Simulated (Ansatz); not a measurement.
Compare A (`C[Si]1(Cl)CO1`) with its isomer B (`ClC1C[SiH2]O1`).

Calculated with Ansatz (gas phase, PBE0-D4/def2-TZVP geometries, no zero-point term in ΔE). CCSD(T)/CBS adds triple-zeta CCSD(T) − MP2 to the extrapolated MP2 energy (def2 sets, frozen cores). Functionals use def2-TZVPP. B3LYP here is the variant with VWN-RPA as its local correlation; programs differ in this.

Which isomer does CCSD(T)/CBS put lower? Give the gap. (An estimate is asked.)

Ansatz gave: A, by 110.7 kJ/mol.

Give E(B) − E(A) in kJ/mol with MP2/def2-TZVPP, B3LYP, B3LYP-D4, B2PLYP, r2SCAN-D4, PBE-D4, CCSD(T)/def2-TZVPP. (Estimate.)

Ansatz gave: MP2/def2-TZVPP 112.6, B3LYP 114.0, B3LYP-D4 111.9, B2PLYP 113.4, r2SCAN-D4 119.5, PBE-D4 112.7, CCSD(T)/def2-TZVPP 107.3. None reverses the order clearly.

Largest T1 diagnostic: 0.012.

In def2-TZVPP, CCSD(T) changes the Hartree–Fock value by +7.0 kJ/mol (the triples alone add +0.5 kJ/mol) and MP2 by +12.4 kJ/mol. From PBE to PBE0 (25 % exact exchange), in def2-TZVPP and without D4, E(B) − E(A) moves by −3.8 kJ/mol.
